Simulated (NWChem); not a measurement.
Species: CuH₃O; SMILES [OH2]->[CuH]

```xyz
5

Cu     0.0144    -0.5357     0.0000
H     -0.0116    -2.0203     0.0000
O      0.0130     1.4541     0.0000
H     -0.4307     1.8325    -0.7700
H     -0.4307     1.8325     0.7700
```
Atoms are numbered in this order, from 1.

All runs: NWChem. Structure relaxed at the PBE0/def2-SVP level. GIAO values for the isolated, static molecule; σ is the absolute isotropic shielding, δ = σ(reference) − σ with the isolated reference molecule computed at the same levels (1H: tetramethylsilane, 17O: water).

Problem. Predict the results for PBE0/pcSseg-1. Quantities: σ Cu1 (ppm); δ H2 (ppm); δ O3 (ppm); δ H4 (ppm).

Solution. 
```
Property     Result
-----------  ------
σ Cu1 (ppm)  1232.7
δ H2 (ppm)    -1.27
δ O3 (ppm)     -6.4
δ H4 (ppm)     1.83
```
